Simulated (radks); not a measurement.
Q: All-electron atom: P VI in [Ne]. Method: scalar-relativistic Kohn-Sham, PBE, spin-polarised, spherical densities, finite nucleus; Fermi nuclear charge, rms radius 3.1889 fm; computed with a radial shooting solver on a logarithmic mesh with Libxc functionals. Some entries of the table are withheld. Estimate them.

orbital,occ.,eigenvalue (eV),<r> (bohr),<1/r> (bohr^-1)
1s,2,-2163.068,0.1036,14.65
2s,2,-249.1227,(1),2.842
2p,6,(2),(3),2.736

A: 
(1) 2s <r> (bohr): 0.5154
(2) 2p eigenvalue (eV): -199.9046
(3) 2p <r> (bohr): 0.4785
